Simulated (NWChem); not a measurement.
Correlation energy of CF$_{2}$

```
C
F 1 1.3225
F 1 1.3225 2 120.25
```
Charge 0, spin multiplicity 3.

All runs are NWChem calculations. Structure: optimised with UPBE/def2-SVP, a minimum by its harmonic frequencies.

Basis set: cc-pVDZ. Each correlation energy counts from its own Hartree-Fock reference.

| method | correlation energy (mHa) |
|---|---|
| URI-MP2 | -453.5 |
| UMP2 | -453.4 |
| SCS-UMP2 | -432.8 |
| CCSD on UHF | -465.9 |
| CCSD[T] on UHF | -476.7 |
| CCSD(T) on UHF | -475.1 |
| CCSD on ROHF | -469.6 |
| CCSD[T] on ROHF | -481.2 |
| CCSD(T) on ROHF | -479.4 |

The values span 48.4 mHa, from CCSD[T] on ROHF (lowest) to SCS-UMP2 (highest). 

The correlated methods keep 3 core orbitals frozen. This spin state was chosen for the runs; another may lie lower. The structure started from a generated list of species. The unpaired electrons of the parent sit in orbitals of symmetry a1 and b2 (C2v labels of the run); other states weren't searched. No SCF solution was tested for a lower state. Open-shell Hartree-Fock references start from PBE0 orbitals. Coupled-cluster values serve here as a point of comparison, not as the truth.
